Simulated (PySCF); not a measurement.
**Spin-state energies of [CoF5]3-**

[CoF5]3-: Co(II) (d7), charge -3. The structure is a PBE0-D3(BJ)/def2-TZVP, IEF-PCM water geometry optimised for multiplicity 4; coordination trigonal bipyramidal, point group C3v, metal–donor distances 2.01–2.12 Å.

```
6

Co    0.000    0.000    0.000
F     0.000    0.000    2.119
F     0.000    0.000   -2.027
F     2.006    0.000    0.082
F    -1.003    1.738    0.082
F    -1.003   -1.738    0.082
```

Method (PySCF 2.14, density fitting): CASSCF(7,5) with orbitals averaged over all microstates of the shell, strongly contracted NEVPT2 on the averaged canonical orbitals; basis x2c-TZVPall on the metal, x2c-SVPall elsewhere; spin-free X2C; IEF-PCM water; spin-orbit coupling by state interaction with the mean-field operator over all roots.

The unrestricted Kohn–Sham energies use the same basis, Hamiltonian, solvent and geometry. All energies are vertical, in cm⁻¹ above the lowest state with 2S+1 = 4; a negative value means that the lower spin is more stable.

```
method  2S+1 = 2
CASSCF     17338
NEVPT2     14776
 TPSSh      9420
 B3LYP      9684
  PBE0     11821
```

(1) How does exact exchange act on the 2S+1 = 2 state?

The functionals differ in more than their exact exchange.

The active space of the d orbitals alone lacks metal–ligand bonding pairs, which usually tilts NEVPT2 towards high spin.

Results:

(1) From TPSSh (10 % exact exchange) to PBE0 (25 %) it moves by +2400 cm⁻¹ against the high-spin state, so more exact exchange favours high spin, the usual trend.
